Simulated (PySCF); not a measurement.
**Potential energy of InF along the bond**

Set-up: PySCF, scalar-relativistic core potentials, basis sets In def2-TZVPPD with ECP28, F def2-TZVPPD. Energies in eV from In + F in their ground configurations at the same level. State: ¹Σ⁺ (singlet), closed shell.

Curves on a restricted Hartree–Fock reference rise too fast on stretching and do not dissociate correctly.

```json
{"R (Å)": "1.726", "RHF-SCS-MP2": "-4.609", "RHF": "-2.744"}
{"R (Å)": "1.806", "RHF-SCS-MP2": "-5.202", "RHF": "-3.305"}
{"R (Å)": "1.887", "RHF-SCS-MP2": "-5.514", "RHF": "-3.584"}
{"R (Å)": "1.947", "RHF-SCS-MP2": "-5.619", "RHF": "-3.665"}
{"R (Å)": "2.007", "RHF-SCS-MP2": "-5.646", "RHF": "-3.668"}
{"R (Å)": "2.067", "RHF-SCS-MP2": "-5.615", "RHF": "-3.614"}
{"R (Å)": "2.147", "RHF-SCS-MP2": "-5.510", "RHF": "-3.483"}
{"R (Å)": "2.248", "RHF-SCS-MP2": "-5.313", "RHF": "-3.257"}
{"R (Å)": "2.368", "RHF-SCS-MP2": "-5.025", "RHF": "-2.942"}
{"R (Å)": "2.529", "RHF-SCS-MP2": "-4.608", "RHF": "-2.500"}
```

Question: Put a parabola through the three lowest points of the RHF-SCS-MP2 curve and estimate Re, k and ωe (reduced mass 16.3 u; 1 eV/Å² = 0.16022 mdyn/Å; ωe = 1302.8·√(k/μ) cm⁻¹).

Answer: Through R = 1.947, 2.007, 2.067 Å the second-order coefficient is 8.06 eV/Å², so Re ≈ 2.005 Å, k ≈ 2.58 mdyn/Å and ωe ≈ 518 cm⁻¹. A polynomial fit of higher order to the unrounded RHF-SCS-MP2 energies gives Re = 2.002 Å, k = 2.61 mdyn/Å, ωe = 521 cm⁻¹; anharmonicity and rounding make the difference.

The higher-order fit for each curve: RHF-SCS-MP2: Re = 2.002 Å, ωe = 521 cm⁻¹, De = 5.65 eV; RHF: Re = 1.979 Å, ωe = 547 cm⁻¹, De = 3.67 eV.

Correlated steps freeze 5 core orbitals. Spin–orbit coupling is left out, which matters for elements this heavy, above all for dissociation energies. Where the molecule has an RHF reference, its open-shell atoms are computed with UHF.
